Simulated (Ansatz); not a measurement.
A geometry optimisation of H3NSi2Sn with BLYP-D3(BJ)/def2-SVP

The starting geometry of this gas-phase singlet was optimised with GFN2-xTB.

```
atom    x (Å)    y (Å)   z (Å)
   N   0.7120  -2.0994  0.8063
  Si  -1.0261  -2.0233  1.2417
  Si   0.1448  -3.5609  0.0338
  Sn   2.5311  -1.1934  0.6754
   H  -1.6222  -0.7512  0.8257
   H  -1.1443  -2.1024  2.7065
   H   1.8247   0.5176  0.9149
```

Predict what it relaxes into with BLYP-D3(BJ)/def2-SVP.

It keeps its bonds.

The energy falls by 0.16 eV over 14 steps:

```tsv
step	E − E(last) (eV)
1	0.162
2	0.031
4	0.013
5	0.010
7	0.001
8	0.000
10	0.000
11	0.000
13	0.000
14	0.000
```

Final geometry (Å):

```xyz
7

N     0.6897   -2.1160    0.6232
Si   -1.0073   -2.0046    1.2704
Si    0.1186   -3.7013    0.0968
Sn    2.5311   -1.0576    0.4601
H    -1.7677   -0.8727    0.6385
H    -1.0209   -1.8483    2.7651
H     1.8765    0.3875    1.3501
```

The end wasn't checked by frequencies. Atoms past krypton carry core potentials, without spin–orbit terms. Run with Ansatz 0.2.0, 20 s on 1 thread of Intel(R) Xeon(R) 6975P-C (Granite Rapids) (shared host).
